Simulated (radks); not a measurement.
Results of a calculation; reference values are marked as such.
Question: The mean radii <r> (bohr) of the occupied orbitals of an atom or ion are listed with their occupations. Level of theory: non-relativistic Kohn-Sham, LB94 model potential, spin-polarised, spherical densities, point nucleus (a radial shooting solver on a logarithmic mesh with Libxc functionals).

orbital  occ.      <r>
1s down     1  0.02709
1s up       1  0.02709
2s up       1   0.1145
2s down     1   0.1145
2p up       3  0.09720
2p down     3  0.09729
3s up       1   0.2740
3s down     1   0.2736
3p up       2   0.2599

Name the element and its charge. Open shells, if any, are filled with parallel spins first.

Answer: Z = 56, barium, charge +42: Ba42+ in [Ne] 3s2 3p2. The 1s radius gives Z: for a bare nucleus <r> = 1.5/Z, 0.02679 bohr for Z = 56, and screening makes it slightly larger (0.02709 here). The occupations add up to 14, and the charge is Z minus that.
